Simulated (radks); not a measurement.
Valence configurations of neutral potassium (all share [Ar]). All-electron calculation, non-relativistic Kohn-Sham, r2SCAN, spin-polarised, spherical densities, point nucleus; open shells are filled with parallel spins first; meta-GGA in the generalised Kohn-Sham scheme. Program: a radial shooting solver on a logarithmic mesh with Libxc functionals. Energies are relative to 4s1; eigenvalues in eV for spin up.

valence,E (eV),moment (Bohr magnetons),e(3d),e(4p),e(4s)
4s1,0.000,1,-,-,-2.585
4p1,1.581,1,-,-1.494,-
4s0.5 4p0.5,0.813,1,-,-1.252,-2.840
3d0.5 4s0.5,1.344,1,-0.413,-,-3.043
3d1,2.556,1,-0.631,-,-

NIST lists [Ar] 4s1 as the ground configuration; this level of theory agrees among the configurations tried. The energies are those of spherical high-spin densities, not of single terms.
